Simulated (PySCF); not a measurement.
C5H7F, SMILES C[C@@H]1C=C[C@@H]1F. Geometry optimised at B3LYP-D3(BJ)/def2-SVP. The structure was generated by enumeration; whether it is a known compound was not checked.

Computed with B3LYP-D3(BJ)/def2-SVP (PySCF).

Harmonic wavenumbers (cm⁻¹): 163, 216, 244, 372, 441, 580, 760, 796, 864, 888, 969, 990, 1027, 1038, 1086, 1139, 1179, 1217, 1245, 1316, 1352, 1368, 1396, 1464, 1469, 1644, 3022, 3033, 3049, 3112, 3130, 3175, 3210. Rotational constants (GHz): 4.602, 4.274, 2.574; symmetry number 1.

Work out the zero-point energy and the ideal-gas rigid-rotor harmonic-oscillator thermochemistry at 298.15 K and 1 atm.

ZPE = ½ Σ hcν = ½ × 46954 cm⁻¹ = 67.12 kcal/mol. H − E(el) = 71.38 kcal/mol. Entropy in cal/(mol K): translation 39.27, rotation 26.25, vibration 10.15, total 75.68. G − E(el) = 48.82 kcal/mol. Cp = 23.18 cal/(mol K).
